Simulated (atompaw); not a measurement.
# Ranking PAW (atompaw) potentials for lead (Pb)

All share these settings but for the change named:

* Element: Pb
* Generator: atompaw 4.2.0.5
* Type: PAW
* Functional: PBE
* Relativity: scalar-relativistic
* Frozen core: [Xe] 4f14
* Valence charge: 14
* Reference configuration: 5d10 6s2 6p1 (charge +1)
* Partial waves: 6s (bound): rc 2.80 bohr; 6s channel at -0.95 Ry: rc 2.80 bohr; 6p (bound): rc 2.80 bohr; 6p channel at -0.05 Ry: rc 2.80 bohr; 5d (bound): rc 2.80 bohr; 5d channel at -1 Ry: rc 1.25 bohr
* Local potential: ultrasoft scheme with l = 3 at 0 Ry, radius 2.75 bohr
* Core correction: smooth core density matched at 2.60 bohr
* Augmentation charge: besselshape compensation charge, radius 2.35 bohr; PAW radius 2.80 bohr; waves and projectors: custom rrkj gramschmidtortho

Cutoff: the first of the cutoffs (Ry, on a coarse ladder) from which the occupation-weighted sum of valence levels, in a spherical-Bessel basis at the reference potential, stays within 10 and 1 mRy of its value at 400 Ry; the density cutoff is not measured.

The base gives 15 Ry.

Of 9 variants that were run, those that failed, showed a ghost or another fault, or gave nearly equal values are left out.

Rank these variants from softest to hardest (loose cutoff).
A. all radii scaled by about 1.06 (s 2.98, p 2.98, d 2.98 bohr); local potential ultrasoft scheme with l = 3 at 0 Ry, radius 2.94 bohr; augmentation besselshape compensation charge, radius 2.50 bohr; PAW radius 2.98 bohr; waves and projectors: custom rrkj gramschmidtortho; core correction smooth core density matched at 2.78 bohr
B. all radii scaled by about 1.29 (s 3.62, p 3.62, d 3.62 bohr); local potential ultrasoft scheme with l = 3 at 0 Ry, radius 3.54 bohr; augmentation besselshape compensation charge, radius 3.02 bohr; PAW radius 3.62 bohr; waves and projectors: custom rrkj gramschmidtortho; core correction smooth core density matched at 3.36 bohr
C. all radii scaled by about 1.11 (s 3.10, p 3.10, d 3.10 bohr); local potential ultrasoft scheme with l = 3 at 0 Ry, radius 3.04 bohr; augmentation besselshape compensation charge, radius 2.60 bohr; PAW radius 3.10 bohr; waves and projectors: custom rrkj gramschmidtortho; core correction smooth core density matched at 2.88 bohr

B (8 Ry), C (10 Ry), A (12 Ry).
